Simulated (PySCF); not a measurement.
**Working out the ionisation energy of N⁺**

N⁺ [He] 2s2 2p2 (3P) → N²⁺ [He] 2s2 2p1 (2P). All numbers are calculated (PySCF 2.14, the spin-free X2C one-electron Hamiltonian (Gaussian nucleus), in cc-pVTZ-DK (4s3p2d1f, 30 functions)). Frozen: 1s2. Energies in hartree (1 hartree = 27.21139 eV):

```tsv
part	N⁺ (lower)	N²⁺ (upper)
UHF	-53.919642	-52.847110
CCSD correlation	-0.092547	-0.083025
(T)	-0.001595	-0.001032
```

Question: What does Hartree-Fock give?

Answer: (-52.847110) − (-53.919642) = 1.072532 hartree = 29.185 eV.

Question: What do CCSD and CCSD(T) give?

Answer: The CCSD correlation energies differ by 0.009522 hartree = 0.259 eV and the triples by 0.000563 hartree = 0.015 eV, so CCSD gives 29.444 eV and CCSD(T) 29.459 eV.

Reference: 29.601 eV (semi-empirical (NIST evaluation); NIST Atomic Spectra Database, ionization energies), between the lowest levels; spin-orbit coupling is absent from the calculation.

What remains against the reference includes basis incompleteness, the frozen core and higher excitations.
